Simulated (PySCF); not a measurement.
## NMR problem set

Theoretical values (PySCF 2.14.0 with density-fitted response routines): shielding tensors at PBE0/pcSseg-1 (GIAO), structure optimised with GFN2-xTB. Relativity neglected, a single conformation, one averaged value for each set of equivalent atoms, gas phase.

Scale: 1H (σ = 31.72 ppm), 13C (σ = 186.93 ppm) vs TMS (reference shieldings calculated alike). Splittings of carbon signals by F and P are missing where no couplings were computed. Where no couplings were computed, multiplicities follow the n + 1 count of equivalent neighbours, and m marks all less simple cases (inequivalent or close neighbours, rings, F or P nearby). Shifts are as computed. Against solution values, carbons near 30 ppm lie about +3 ppm off and those near 130 ppm about +5 ppm; carbons on Cl a further +6 ppm. Of 1211 compounds with measured shifts, 218 miss one by over three times the rms of a fit or turn the order of signals round; such compounds aren't used in these exercises. Carbons bonded to Cl come out too deshielded.

(1) C$_{5}$H$_{5}$Cl$_{3}$O. 1H NMR (400 MHz, computed): δ 2.43 (q, 2H), 1.36 (t, 3H). 13C{1H} NMR (computed): δ 198.7 (C), 120.0 (C), 60.8 (C), 26.2 (CH2), 17.9 (CH3). Identify the compound.

(2) C$_{5}$H$_{5}$F$_{5}$. 1H NMR (600 MHz, computed): δ 1.46 (m, 1H), 0.93 (m, 2H), 0.79 (m, 2H). 13C{1H} NMR (computed): δ 129.5, 122.8, 14.9, 4.1. What is it?

Answers

(1) SMILES CCC(=C=O)C(Cl)(Cl)Cl. Rings plus π bonds: 2 (no ring in the answer). 5 carbon signals for 5 carbons: no two carbons are equivalent. Carbon types of the structure: 3 × C, 1 × CH2, 1 × CH3, which accounts for all hydrogens. δC 198.7: central carbon of a ketene. δC 120.0: allylic fully substituted sp3 carbon bonded to 3 Cl; 3 electronegative neighbours deshield it. δC 60.8: terminal carbon of a ketene. δC 17.9: methyl carbon; a saturated carbon with 1 carbon neighbour and no heteroatom attached.

The data come from this structure; uniqueness wasn't tested.

(2) SMILES FC(F)(F)C(F)(F)C1CC1. Rings plus π bonds: 1 (1 ring in the answer). 4 carbon signals for 5 carbons: some carbons are equivalent by symmetry or fast rotation. Carbon types of the structure: 2 × C, 1 × CH, 2 × CH2, which accounts for all hydrogens. δC 129.5: CF3 carbon; 3 electronegative neighbours deshield it. δC 122.8: fully substituted sp3 carbon bonded to 2 F; 2 electronegative neighbours deshield it. δC 14.9, 4.1: three-membered-ring carbon; carbons of three-membered rings are unusually shielded. δH 1.46, 0.93, 0.79: hydrogen on a three-membered-ring carbon; cyclopropane-type protons are shielded by the ring.

The data come from this structure; uniqueness wasn't tested.
